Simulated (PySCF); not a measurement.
## Unknown compound

An unknown has the formula C₃H₁₀O₃Si. Its calculated NMR data are:

¹H NMR (600 MHz, computed): δ 5.15 (s, 2H), 4.82 (s, 2H), 3.89 (s, 3H), 3.62 (s, 3H).

¹³C{¹H} NMR (computed): δ 93.7 (CH2), 57.0 (CH3), 52.7 (CH3).

Non-relativistic Hamiltonian, one averaged value for each set of equivalent atoms, one conformer, gas phase. GFN2-xTB geometry; GIAO PBE0/pcSseg-1 shieldings; PySCF 2.14.0 with density-fitted response routines.

Scale: ¹H, ¹³C vs TMS (reference shieldings calculated alike).

Problem. Choose the structure that fits.
A. CO[SiH2]OCCO
B. COCO[SiH2]OC
C. CO[SiH](OC)OC

Solution. B. 

- The formula gives 0 degrees of unsaturation.
- 3 carbon signals for 3 carbons: no two carbons are equivalent.
- Carbon types of the structure: 1 × CH2, 2 × CH3, leaving 2 H on heteroatoms.
- δC 93.7: sp3 carbon bearing two oxygens; 2 electronegative neighbours deshield it.
- δC 57.0, 52.7: methyl carbon bonded to O; pulled downfield by the heteroatom.
- δH 5.15: hydrogen on an sp3 carbon bearing two oxygens; its carbon carries O, hence the downfield position.
- δH 4.82: hydrogen on a silicon bonded to 2 O.
- δH 3.89, 3.62: hydrogen on a methyl carbon bonded to O; its carbon carries O, which withdraws density.

The others: CO[SiH2]OCCO has carbons computed at 67.8, 65.1, 50.1, with a different DEPT pattern; CO[SiH](OC)OC would give 1 carbon signal, not 3.

Shifts are as computed. Against solution values, carbons near 30 ppm lie about +3 ppm off and those near 130 ppm about +5 ppm. Of 1211 compounds with measured shifts, 218 miss one by over three times the rms of a fit or turn the order of signals round; such compounds aren't used in these exercises. Multiplicities follow the n + 1 count of equivalent neighbours, as no J values were calculated; m marks all less simple cases, F and P coupling included.
